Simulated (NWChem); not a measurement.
Molecule: SiNH$_{2}$F$_{3}$; SMILES F[Si](F)(N)F

```xyz
7

N     -0.0071    -1.6276     0.4278
Si     0.0000    -0.0014    -0.0011
F     -1.3083     0.3345    -0.8581
F      1.3146     0.3247    -0.8522
F      0.0012     1.0510     1.2101
H     -0.8519    -2.0897     0.7403
H      0.8323    -2.0965     0.7442
```
Atoms are numbered in this order, from 1.

Results from NWChem. Structure relaxed at the PBE0/def2-SVP level. Isotropic polarisability at PBE0/def2-SVPD. A Cauchy series cut after its second term is a line in ω².

```csv
row,ω² (10⁻³ Ha²),α (bohr³)
static,0.00,31.23
1065 nm,1.83,withheld
589 nm,5.98,31.78
400 nm,12.97,32.47
```

Task: Fit a straight line of the last column on the one before it, predict the withheld value, and compare with the run.

Result: 
1. Means of the 3 shown rows: x = 6.317, y = 31.827. Slope Σ(x − x̄)(y − ȳ)/Σ(x − x̄)² = 8.065/84.28 = 0.09569; intercept 31.222.
2. The shown rows scatter about the line by 0.010 (root mean square); the largest residual is -0.01, at 589 nm.
3. At x = 1.83 (1065 nm; inside the shown range) the line gives 31.40.
4. The run gives 31.40, 0.00 from the line. The intercept estimates α(0), and the slope, 95.7 bohr³/Ha², the next Cauchy moment.
